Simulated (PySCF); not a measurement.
```xyz
4
charge 0 multiplicity 1, angstrom
Sb    0.0000    0.0000   -0.1715
N     0.0000    0.0000    1.6607
H     1.3191    0.0000   -1.2511
H    -1.3191    0.0000   -1.2511
```

All numbers come from PBE0/[Sb def2-TZVP with ECP28, N def2-TZVP, H def2-TZVP], scalar-relativistic core potentials, density fitting, no spin–orbit coupling, PySCF.

This geometry of H₂SbN is a stationary point at this level.

What is the point group?

C2v.

Is it a minimum?

Yes: all harmonic wavenumbers are real.

Which band is strongest in the infrared?

1922 cm⁻¹ (b2), 196 km/mol.

What is the atomisation energy, with and without zero-point energy?

575 kJ/mol without, 538 kJ/mol with.

This need not be the most stable arrangement of these atoms.
